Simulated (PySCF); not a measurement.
Species: C₃H₄ClNSi.
Numbering: `[CH:1]#[C:2][Si@H:3]([Cl:4])[N:5]=[CH2:6]` (hydrogens: H7 on C1; H8 on Si3; H9, H10 on C6)

Theory: PBE0-D3(BJ)/def2-SVP geometry optimisation, gas phase (PySCF).

(1) List the bond lengths, angles and torsions at this level.

## Answers

(1) 
```json
{"bond": "C1≡C2", "length (Å)": "1.217"}
{"bond": "C2–Si3", "length (Å)": "1.832"}
{"bond": "Si3–Cl4", "length (Å)": "2.058"}
{"bond": "Si3–N5", "length (Å)": "1.742"}
{"bond": "N5=C6", "length (Å)": "1.263"}
{"bond": "C1–H7", "length (Å)": "1.076"}
{"bond": "Si3–H8", "length (Å)": "1.480"}
{"bond": "C6–H9", "length (Å)": "1.111"}
{"bond": "C6–H10", "length (Å)": "1.106"}
```

A selection of angles:
```json
{"angle": "C2–C1–H7", "degrees": "178.9"}
{"angle": "C1–C2–Si3", "degrees": "176.3"}
{"angle": "C2–Si3–Cl4", "degrees": "108.2"}
{"angle": "C2–Si3–N5", "degrees": "112.1"}
{"angle": "C2–Si3–H8", "degrees": "111.0"}
{"angle": "Cl4–Si3–N5", "degrees": "107.6"}
{"angle": "Cl4–Si3–H8", "degrees": "108.9"}
{"angle": "N5–Si3–H8", "degrees": "109.0"}
{"angle": "Si3–N5–C6", "degrees": "125.4"}
{"angle": "N5–C6–H9", "degrees": "124.4"}
{"angle": "N5–C6–H10", "degrees": "120.0"}
{"angle": "H9–C6–H10", "degrees": "115.6"}
```

Dihedral angles: C2–Si3–N5–C6 -1° (synperiplanar).

Of the pairs four or more bonds apart, C2···H9 is among the closest relative to their van der Waals radii: 2.80 Å, 97 % of the sum of Bondi's values. N5 (C=N nitrogen) is bent (angle 125.4°). Si3 (chlorine-bound silicon) is tetrahedral (angles from 107.6° to 112.1°).

Point group: C1 (no symmetry element, even within 0.4 Å). Stationary, but not proved a minimum. One conformer, not necessarily the lowest.
